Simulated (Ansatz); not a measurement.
Program: Ansatz. Geometries: PBE0-D4/def2-TZVP. ΔE: electronic, gas phase. CBS: MP2 limit from def2 TZ/QZ plus the TZ coupled-cluster correction, frozen cores. Functionals use def2-TZVPP. B3LYP here is the variant with VWN-RPA as its local correlation; programs differ in this. HSE06 is defined as in plane-wave codes. One conformer a species, not always the lowest.

Reaction (isomerisation): `CC[Si]O` → `C=C(O)[SiH3]`

`CC[Si]O`:

```xyz
10

C     0.292   -0.159   -0.941
C     0.269    0.848    0.199
Si   -0.543    0.370    1.865
O    -1.067   -1.171    1.571
H    -0.719   -0.453   -1.241
H     0.781    0.236   -1.836
H     0.834   -1.070   -0.665
H     1.288    1.175    0.455
H    -0.232    1.779   -0.109
H    -0.903   -1.555    0.703
```

`C=C(O)[SiH3]`:

Z-matrix (Å, degrees):
```
Si
C 1 1.875
H 1 1.489 2 109.7
H 1 1.489 2 109.7 3 -117.4
H 1 1.482 2 109.4 3 121.3
O 2 1.368 1 119.8 3 58.7
C 2 1.332 1 121.2 3 -121.3
H 6 0.960 2 110.6 1 -0.0
H 7 1.085 2 121.4 1 180.0
H 7 1.081 2 120.3 1 -0.0
```

(1) Is it downhill or uphill in electronic energy at CCSD(T)/CBS, and by how much? (Best estimate.)

(2) What do these levels give: r2SCAN-D4, PBE0-D4, B3LYP-D4, r2SCAN0-D4, HSE06-D4, BHLYP-D4, PBE-QIDH, PBE, PBE0, B3LYP, HF/def2-SVP, HF/def2-TZVPP? (Best estimate.)

Largest T1 diagnostic among the species: 0.013.

Results:

(1) The calculation gave: Uphill: ΔE = +1.24 eV.

(2) The calculation gave: r2SCAN-D4 1.10, PBE0-D4 1.20, B3LYP-D4 1.17, r2SCAN0-D4 1.17, HSE06-D4 1.19, BHLYP-D4 1.19, PBE-QIDH 1.23, PBE 1.15, PBE0 1.19, B3LYP 1.15, HF/def2-SVP 0.98, HF/def2-TZVPP 1.05 eV.

From BLYP to BHLYP (50 % exact exchange), in def2-TZVPP and without D4, ΔE moves by +0.07 eV. In def2-TZVPP, CCSD(T) changes the Hartree–Fock value by +0.18 eV (the triples alone add −0.03 eV) and MP2 by +0.21 eV.
